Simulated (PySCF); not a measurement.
Bi(F)2(TeH) (BiF2HTe), SMILES [TeH][Bi]([F])[F].

The structure is a stationary point at B3LYP-D3(BJ)/def2-SVP. The def2 effective core potentials stand for the cores of Bi, Te; spin–orbit coupling is left out.

Method: HF/def2-TZVP (PySCF).

Isolated molecule, no solvent.

Computed frontier levels, gap, dipole moment and polarisability:
```
Property                                                                                                        Result
---------------------------------------------------------------------------------------------  -----------------------
highest occupied level                                                                                        -9.23 eV
lowest empty level                                                                                             0.46 eV
orbital gap                                                                                                    9.69 eV
dipole moment                                                                                                   5.07 D
quadrupole, principal values (traceless, Buckingham form, about the centre of nuclear charge)  -9.83, -3.66, 13.49 D·Å
mean static polarisability                                                                       80.0 bohr³ (11.86 Å³)
polarisability, principal values                                                               56.9, 63.1, 120.0 bohr³
```
